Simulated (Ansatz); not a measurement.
## Molecular dynamics of CH5BrOZn

Input file:

```yaml
crystal:
  periodic: [false, false, false]
  atoms:
    - { symbol: Zn, position_ang: [-0.703846, 0.09475, -0.429391] }
    - { symbol: Br, position_ang: [1.141977, -1.478943, -1.632312] }
    - { symbol: O, position_ang: [-2.325215, 0.487776, -1.114023] }
    - { symbol: H, position_ang: [1.008928, -0.613878, -0.212692] }
    - { symbol: C, position_ang: [0.683665, 0.285313, 1.080107] }
    - { symbol: H, position_ang: [-2.420695, 0.047211, -1.98022] }
    - { symbol: H, position_ang: [0.837039, 1.384448, 1.112663] }
    - { symbol: H, position_ang: [1.690254, -0.166319, 1.216884] }
    - { symbol: H, position_ang: [0.087795, -0.040358, 1.958982] }
basis:
  gaussian: { orbitals: def2-SVP }
hamiltonian:
  xc: revpbe
  dispersion: d4
md:
  timestep: 0.5
  n_steps: 200
  ensemble: nve
  temperature: 100.0
  initial_velocities: maxwell_boltzmann
  seed: 8467
```

Command:

```bash
$ ansatz run input.yaml --threads 2 --pin off --max-ram 3072MiB --backend cpu --events-out ev --progress --plain --runs-dir out
```

It starts at the highest image of a converged band. Of that band: Neighbouring images differ by up to 1.6 eV, so the band resolves the path poorly. A vibrational analysis at the climbing image gives one clearly imaginary mode, 673i cm⁻¹: a first-order saddle point.

Output, in part (step lines, the closing report, with atoms numbered from 0):

```
md step     0: t =     0.00 fs  T =   100.0 K  F+E_penalty+E_count = -121603.90167779 eV  E_kin = 0.090482 eV  conserved = -121603.81119579 eV  (29 SCF iters)
[... lines left out ...]
Total energy: -121604.16960484 eV, -4468.8708067114 hartree
Atom 0 at    -0.828753     0.282356    -0.193269 Å, force    -0.074153     0.199704     0.041751 eV/Å
Atom 1 at     1.249997    -1.622157    -1.807677 Å, force     0.110887    -0.012237     0.041711 eV/Å
Atom 2 at    -2.247196     0.323156    -1.337971 Å, force     0.329264     0.002979     0.292781 eV/Å
Atom 3 at     2.236193    -1.417311    -0.774258 Å, force    -0.140473     0.006697    -0.090168 eV/Å
Atom 4 at     0.449763     0.500593     1.273184 Å, force     0.014409     0.134895    -0.561334 eV/Å
Atom 5 at    -2.066469    -0.342664    -2.022480 Å, force    -0.094888    -0.129806    -0.253818 eV/Å
Atom 6 at     1.174894     1.326748     1.125958 Å, force    -0.176931     0.194107    -0.034576 eV/Å
Atom 7 at     1.066132    -0.393914     1.412005 Å, force     0.131882    -0.540689     0.116419 eV/Å
Atom 8 at    -0.119778     0.670116     2.194292 Å, force    -0.099996     0.144350     0.447234 eV/Å
Dipole moment:     0.578029    -0.291709     0.062632 e Å
```

The steps, from the saved trajectory:

```csv
time (fs),T (K),potential energy less start (eV),conserved less start (meV/atom)
0.0,100,0.000,0.00
3.0,68,0.029,0.03
6.0,58,0.038,0.02
9.0,51,0.045,0.03
12.0,71,0.026,0.01
15.0,56,0.040,0.03
18.0,60,0.036,0.02
21.0,74,0.023,0.02
24.0,86,0.013,0.02
27.0,83,0.015,0.02
30.0,86,0.013,0.03
33.0,107,-0.006,0.01
36.0,111,-0.009,0.03
39.0,134,-0.030,0.01
42.0,121,-0.018,0.04
45.0,152,-0.047,0.00
48.0,151,-0.046,0.03
51.0,162,-0.056,0.02
54.0,171,-0.064,0.03
57.0,199,-0.089,0.02
60.0,232,-0.119,0.02
63.0,252,-0.137,0.02
66.0,269,-0.153,0.02
69.0,296,-0.177,0.02
72.0,318,-0.197,0.02
75.0,322,-0.201,0.02
78.0,313,-0.192,0.03
81.0,335,-0.212,0.02
84.0,354,-0.230,0.02
87.0,366,-0.240,0.02
90.0,358,-0.233,0.02
93.0,373,-0.247,0.02
96.0,391,-0.263,0.02
99.0,397,-0.269,0.02
```

The run went to its last step. The conserved energy stayed within 0.041 meV per atom of its start (net change 0.018 meV per atom), so the integration is sound. The system heated up, since it started high on the potential surface and ran downhill. A run of 0.1 ps of so small a system gives no equilibrium averages. The orbitals stay closed-shell, which can raise the energy where a bond breaks towards radicals; this wasn't checked here.

The step under study would form Zn1–C5, Br2–H4 and break Zn1–Br2, H4–C5. These pairs go: Zn1–C5 2.06 → 1.96 Å, Br2–H4 1.67 → 1.44 Å, Zn1–Br2 2.71 → 3.25 Å, H4–C5 1.61 → 3.33 Å. In the last frame they stand as after the step (other bonds may differ from the relaxed reactants and products). Also parted: Zn1–H4 1.87 → 3.55 Å. It ends as BrH + CH4OZn. Pairs count as bonded within 1.25 times the sum of covalent radii (0.12 Å more for H–H).

Last frame:

```xyz
9
Properties=species:S:1:pos:R:3
Zn -0.829 0.282 -0.193
Br 1.250 -1.622 -1.808
O -2.247 0.323 -1.338
H 2.236 -1.417 -0.774
C 0.450 0.501 1.273
H -2.067 -0.343 -2.022
H 1.175 1.327 1.126
H 1.066 -0.394 1.412
H -0.120 0.670 2.194
```

Time of the run: 8.2 min on 2 threads of Arm Neoverse V1, with other jobs on the host, peak memory 0.32 GiB.
